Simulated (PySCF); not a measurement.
Job file and geometry (Å, from GFN2-xTB) of an NMR shielding run on `C(#C)C1=CS[Si@H](F)CC1`, C6H7FSSi, GIAO PBE0/pcSseg-1 NMR shielding, non-relativistic, gas phase (PySCF 2.14.0, density-fitted response routines); density fitting, a coarse starting grid and PySCF grid level 2 are the driver's defaults:

```
$ OMP_NUM_THREADS=1 python probes_run.py task.json out

{"job": {"kind": "nmr", "xc": "PBE0", "basis": "pcSseg-1"}, "charge": 0, "multiplicity": 1}
C      3.452504     0.159935    -0.170136
C      2.289247    -0.140468    -0.158694
C      0.909206    -0.443820    -0.166157
C      0.479237    -1.530141     0.486332
S     -1.186264    -2.081311     0.603077
Si    -2.225632    -0.205437     0.671725
F     -3.497364    -0.335258    -0.309528
C     -1.055029     1.119283     0.000052
C      0.010126     0.500296    -0.917390
H      4.473128     0.401689    -0.177848
H      1.169323    -2.198213     0.976407
H     -2.773702     0.017356     1.992941
H     -1.623210     1.861990    -0.561067
H     -0.557432     1.648633     0.813453
H     -0.486091    -0.053176    -1.721897
H      0.614356     1.287587    -1.372680
```

**Question.** What does the program print?

**Answer.** 
```
coarse grid: 15192 points
cycle   1  E = -1019.5415946985  dE =  1.312e+00  |g| = 6.432e-01  |ddm| = 4.106e+00
cycle   2  E = -1019.4843271134  dE =  5.727e-02  |g| = 9.011e-01  |ddm| = 1.403e+00
cycle   3  E = -1019.6224422094  dE = -1.381e-01  |g| = 1.107e-01  |ddm| = 8.495e-01
cycle   4  E = -1019.6247039037  dE = -2.262e-03  |g| = 4.120e-02  |ddm| = 1.461e-01
cycle   5  E = -1019.6250343375  dE = -3.304e-04  |g| = 2.043e-02  |ddm| = 5.799e-02
cycle   6  E = -1019.6251329340  dE = -9.860e-05  |g| = 5.788e-03  |ddm| = 2.211e-02
cycle   7  E = -1019.6251403451  dE = -7.411e-06  |g| = 2.345e-03  |ddm| = 6.103e-03
final grid: 140128 points
cycle   8  E = -1019.6878023408  dE = -3.247e-05  |g| = 8.784e-03  |ddm| = 5.956e-02
cycle   9  E = -1019.6877851960  dE =  1.714e-05  |g| = 1.204e-02  |ddm| = 2.429e-02
cycle  10  E = -1019.6878202692  dE = -3.507e-05  |g| = 1.917e-03  |ddm| = 1.487e-02
cycle  11  E = -1019.6878211088  dE = -8.396e-07  |g| = 5.420e-04  |ddm| = 1.911e-03
cycle  12  E = -1019.6878211850  dE = -7.624e-08  |g| = 1.108e-04  |ddm| = 1.005e-03
cycle  13  E = -1019.6878211875  dE = -2.497e-09  |g| = 5.243e-05  |ddm| = 1.708e-04
cycle  14  E = -1019.6878211882  dE = -7.171e-10  |g| = 1.677e-05  |ddm| = 7.278e-05
converged SCF energy = -1019.6878211882

GIAO shielding tensors (ppm)
atom      isotropic    diamagn.    paramagn.     s11        s22        s33       span
  0 C       99.424     258.729    -159.305     43.801     53.289    201.182    157.380
  1 C       97.963     248.986    -151.023    -10.823      3.567    301.143    311.966
  2 C       56.017     261.620    -205.604    -53.766     62.669    159.147    212.913
  3 C       49.594     253.373    -203.778    -66.291     65.882    149.192    215.483
  4 S      552.934    1056.598    -503.663    380.820    616.986    660.997    280.177
  5 Si     327.094     875.608    -548.514    288.522    332.657    360.103     71.581
  6 F      352.494     464.648    -112.154    319.736    349.198    388.549     68.814
  7 C      168.105     253.792     -85.686    157.767    171.406    175.143     17.376
  8 C      156.241     245.549     -89.308    146.584    151.842    170.297     23.713
  9 H       28.916      33.973      -5.056     24.883     25.136     36.730     11.848
 10 H       25.075      31.128      -6.053     20.514     26.358     28.353      7.839
 11 H       26.114      26.945      -0.831     22.232     23.824     32.286     10.054
 12 H       30.457      29.510       0.947     25.530     27.969     37.872     12.342
 13 H       31.021      31.126      -0.106     26.253     29.302     37.507     11.254
 14 H       29.427      30.136      -0.710     26.060     27.266     34.953      8.893
 15 H       28.899      30.570      -1.671     23.474     28.384     34.839     11.365
```

**Question.** Turn these shieldings into chemical shifts. δ = σ(ref) − σ, references computed at the same level: TMS for ¹³C (σref 186.93) and ²⁹Si (σref 349.16) and ¹H (σref 31.72); ³³S (σref 503.73) vs CS2; CFCl3 for ¹⁹F (σref 170.95).

**Answer.** Averaging equivalent atoms: C 3: 137.3; C 2: 130.9; C 1: 89.0; C 0: 87.5; C 8: 30.7; C 7: 18.8; S 4: -49; Si 5: 22.1; F 6: -181.5; H 10: 6.64; H 11: 5.60; H 15: 2.82; H 9: 2.80; H 14: 2.29; H 12: 1.26; H 13: 0.70 ppm. Unscaled 19F shifts against computed CFCl3 carry errors that often reach 10 to 50 ppm.

Size and cost of the density-fitted run: 202 basis functions, 66 s wall time on 1 thread of an Arm Neoverse N1, shared host; peak memory 0.91 GiB.
